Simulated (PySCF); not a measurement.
C5H8F2SSi.
Cartesian coordinates in Å at the GFN2-xTB level; atoms count from 1:
```xyz
17
C5H8F2SSi angstrom
F     -0.182    0.527    2.172
C      0.814    0.416    1.216
C      0.558    1.411    0.079
C      0.244    0.594   -1.173
C     -1.150   -0.032   -1.134
Si    -1.063   -1.426    0.174
C      0.762   -0.981    0.611
F      1.475   -1.882    1.347
S      1.465   -0.763   -1.074
H      1.756    0.595    1.744
H      1.444    2.022   -0.092
H     -0.271    2.068    0.347
H      0.420    1.164   -2.085
H     -1.895    0.731   -0.910
H     -1.390   -0.430   -2.120
H     -1.960   -1.240    1.306
H     -1.034   -2.760   -0.417
```

NICS is the negative of the GIAO shielding at a point without a nucleus: at the ring centre (0) and 1 Å above and below it (1); zz is the component along the ring normal. Level: GIAO PBE0/pcSseg-1 (PySCF, non-relativistic, gas phase) on the GFN2-xTB geometry, one conformer.

Ring bond lengths (Å), with Mayer bond orders in brackets: C2–C3 1.532 (1.00), C3–C4 1.528 (0.97), C4–S9 1.828 (0.96), S9–C7 1.839 (0.94), C7–C2 1.524 (0.92); C4–C5 1.528 (0.96), C5–Si6 1.913 (0.91), Si6–C7 1.929 (0.79), C7–S9 1.839 (0.94), S9–C4 1.828 (0.96).

What do the NICS probes read (ppm)?

| ring | type | NICS(0) | NICS(1), two faces | NICS(1)zz, two faces | rms pucker (Å) | centre to ring atoms, mean (Å) |
| --- | --- | --- | --- | --- | --- | --- |
| C2–C3–C4–S9–C7 | 5-membered ring with S; formal bonds all single | -7.2 | -5.9 / -4.1 | -9.6 / -1.2 | 0.30 | 1.35 |
| C4–C5–Si6–C7–S9 | 5-membered ring with S and Si; formal bonds all single | -6.1 | -3.5 / -6.0 | 0.3 / -8.2 | 0.37 | 1.46 |

What can be read from them?

- C2–C3–C4–S9–C7: mean NICS(1)zz -5.4 ppm, shielded. C2, C3, C4, C7 have four or more neighbours; no verdict on aromaticity is drawn. The two faces differ by 8.4 ppm, so no symmetry operation interchanges them.
- C4–C5–Si6–C7–S9: mean NICS(1)zz -3.9 ppm, shielded. C4, C5, Si6, C7 have four or more neighbours, and the NICS criterion for π rings isn't applied. The two faces differ by 8.5 ppm, so no symmetry operation interchanges them.

List the ring angles and the Hirshfeld charges of the ring atoms.

- C2–C3–C4–S9–C7: C2 107.2° (+0.045 e), C3 107.2° (-0.085 e), C4 102.4° (-0.021 e), S9 83.3° (-0.006 e), C7 104.0° (0.000 e); sum 504.0° against 540° for a flat convex ring.
- C4–C5–Si6–C7–S9: C4 107.7° (-0.021 e), C5 105.9° (-0.165 e), Si6 91.7° (+0.314 e), C7 100.5° (0.000 e), S9 83.3° (-0.006 e); sum 489.1° against 540° for a flat convex ring.

What are the shieldings of the ring atoms and their hydrogens in the same run (means over atoms taken as equivalent)?

| atoms | environment | σ isotropic (ppm) | principal values of the symmetric part, first atom (ppm) |
| --- | --- | --- | --- |
| C2 | sp3 C–F carbon | 85.9 | 56.2, 75.2, 126.2 |
| C3 | ring CH2 carbon | 138.8 | 116.9, 141.5, 158.1 |
| C4 | sp3 carbon bound to sulfur | 136.8 | 120.8, 127.9, 161.8 |
| C5 | sp3 carbon bound to silicon | 165.7 | 141.9, 159.2, 195.9 |
| Si6 | SiH2 silicon | 402.0 | 386.8, 402.4, 416.8 |
| C7 | sp3 C–F carbon | 67.4 | 35.0, 61.7, 105.5 |
| S9 | sulfide sulfur | 396.1 | 204.5, 327.9, 655.9 |
| H10 | methine hydrogen | 26.06 | 23.0, 26.5, 28.7 |
| H11 | methylene hydrogen | 29.03 | 25.1, 26.8, 35.3 |
| H12 | methylene hydrogen | 29.80 | 26.3, 27.0, 36.0 |
| H13 | methine hydrogen | 28.26 | 23.6, 25.9, 35.3 |
| H14 | methylene hydrogen | 30.42 | 25.9, 27.3, 38.1 |
| H15 | methylene hydrogen | 29.85 | 25.8, 26.5, 37.3 |
| H16 | Si–H hydrogen | 26.95 | 22.6, 25.6, 32.6 |

The list is cut; further classes of hydrogen are left out.
